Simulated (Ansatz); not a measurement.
Reaction (formal exchange of groups at the Si–Si bond): `N[SiH2][SiH2]CO` + `CC(N)F` → `N[SiH2]CO` + `CC(F)[SiH2]N`

Program: Ansatz. Geometries: PBE0-D4/def2-TZVP. ΔE: electronic, gas phase. CCSD(T)/CBS is the MP2 limit (def2-TZVPP, def2-QZVPP) plus CCSD(T) − MP2 in def2-TZVPP, frozen cores. DFT in def2-TZVPP. B3LYP here is the variant with VWN-RPA as its local correlation; programs differ in this. Each species was taken in one conformer, which may not be the lowest.

```
         level  ΔE (eV)
      B3LYP-D4    -0.66
       ωB97M-V    -0.74
         B3LYP    -0.64
MP2/def2-QZVPP    -0.78
```

(1) What does CCSD(T)/CBS give? (Best estimate.)

Largest T1 diagnostic among the species: 0.012.

## Answers

(1) Ansatz gave: -0.70 eV. The listed levels differ from it by 0.04, -0.04, 0.06, -0.08 eV.

From PBE to PBE0 (25 % exact exchange), in def2-TZVPP and without D4, ΔE moves by −0.05 eV.
